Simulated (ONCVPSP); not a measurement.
# u(r) = r·R(r): atom against pseudo-atom (Sc)

Columns: radius, all-electron u(r) and pseudo u(r) of the 3s shell (level -55.04 eV) of scandium in the configuration [Ne] 3s2 3p6 3d1 4s1.75 4p0.25; LDA (Perdew-Zunger), scalar-relativistic, ONCV scheme, ONCVPSP 4.0.1.

```tsv
r (bohr)	all-electron	pseudo
0.118	-0.1561	0.2069
0.235	-0.5609	0.4019
0.353	-0.2921	0.5786
0.470	0.1888	0.7256
0.588	0.6159	0.8391
0.705	0.8968	0.9140
0.822	1.0380	0.9512
0.940	1.0717	0.9537
1.058	1.0324	0.9254
1.175	0.9515	0.8726
1.292	0.8502	0.8011
1.410	0.7421	0.7165
1.528	0.6368	0.6260
1.645	0.5401	0.5366
1.763	0.4528	0.4521
1.880	0.3772	0.3771
1.998	0.3116	0.3116
2.115	0.2565	0.2565
2.232	0.2103	0.2103
2.350	0.1714	0.1714
2.468	0.1393	0.1393
2.585	0.1131	0.1131
2.702	0.0917	0.0917
2.820	0.0740	0.0740
2.938	0.0596	0.0596
3.055	0.0481	0.0481
```

How many radial nodes do the two functions have?

The all-electron 3s function has n − l − 1 = 2 (the table is too coarse to show those close to the nucleus); the pseudo-wave has 0, since the states of the same l below it are removed with the core.

At about which radius was the pseudo-wave matched?

2.15 bohr. The columns agree to 0.0005 from 1.88 bohr on; several derivatives are matched, so the curves merge somewhat inside the radius.

Is the pseudo-wave norm-conserving?

Yes: the ONCV scheme keeps the norm inside the radius equal to the all-electron one, which fixes the energy derivative of the logarithmic derivative at the level.
